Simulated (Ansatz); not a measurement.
A further run on Ge₆N.

```yaml
crystal:
  periodic: [false, false, false]
  atoms:
    - {symbol: N, position_ang: [0.229315, 0.976186, -0.705592]}
    - {symbol: Ge, position_ang: [-1.918913, -0.302094, 1.198207]}
    - {symbol: Ge, position_ang: [1.544071, 0.386851, 0.738079]}
    - {symbol: Ge, position_ang: [1.705553, 0.302227, -1.810728]}
    - {symbol: Ge, position_ang: [-0.112559, -1.275325, -0.634298]}
    - {symbol: Ge, position_ang: [-1.649549, 1.026760, -1.010095]}
    - {symbol: Ge, position_ang: [0.202092, -1.114593, 2.224428]}
basis:
  gaussian: {orbitals: cc-pVTZ-DK, fitting: {mean_field: cc-pVTZ-jkfit}}
magnetization: {spin_polarized: true, initial_magnetization: 3}
hamiltonian: {xc: {name: SPW92}}
scf: {omitted_lower_state_checks: [starts]}
```

```sh
$ ansatz run in.yaml --threads 6 --pin off --events-out ev --progress --plain --max-ram 7833MiB
```

Shortened log:

```
Functional definition: SPW92
1321 factors; integrals over basis functions are off by at most 5.3e-1 eV
mean field evaluation 1: about -343594.7411 eV, gradient 7.4e1 eV
mean field evaluation 2: about -343363.5408 eV, gradient 1.6e2 eV
mean field evaluation 4: about -343568.3689 eV, gradient 7.4e1 eV
mean field evaluation 8: about -343615.6138 eV, gradient 4.1e-1 eV
mean field evaluation 16: about -343615.6160 eV, gradient 1.9e-5 eV
mean field -343615.61598675 eV, -12627.6409764832 hartree, gradient 5.8e-6 eV, S^2 3.754609; 0 other end points of the search recorded, 0 dependent functions left out
reference -343615.61602211 eV, -12627.6409777827 hartree; 101, 98 occupied and 187, 190 virtual orbitals, 1321 factors
Total energy: -343615.61602211 eV, -12627.6409777827 hartree
Relativity: scalar
Checks for a lower state left out: starts
```

Run time 13 s (6 threads of Intel Xeon on a shared host), peak host memory 0.97 GiB.

DK, ANO-RCC and x2c sets are all-electron and run with scalar relativity unless a key says otherwise.
